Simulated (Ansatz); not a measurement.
Basis-set extrapolation for CH8O4Si2, SMILES `CO[SiH](O)[SiH](O)O` (PBE0-D4/def2-TZVP geometry, frozen core, Ansatz). Multiplicity 1, RHF reference.

|  | def2-TZVPP | def2-QZVPP |
| --- | --- | --- |
| HF | -920.214189 | -920.249843 |
| MP2 correlation | -1.366463 | -1.476037 |
| CCSD(T) correlation | -1.459271 | not run |

Energies in hartree. Use E(X) = E(∞) + A·exp(−7.88·√X) for Hartree–Fock and E(X) = E(∞) + B·X^(−2.97) for correlation, with X = 3 and 4, and add CCSD(T) minus MP2 of the smaller set to the MP2 limit.

**Question.** What is the CCSD(T) energy at the basis-set limit?

**Answer.** HF limit: -920.249843 + (-0.035654) × 0.13774 = -920.25475. MP2 limit: -1.476037 + (-0.109574) × 0.74074 = -1.55720. Higher-order term: -1.459271 − (-1.366463) = -0.09281. Total: -921.90476 hartree, 6.29 eV below CCSD(T)/def2-TZVPP.
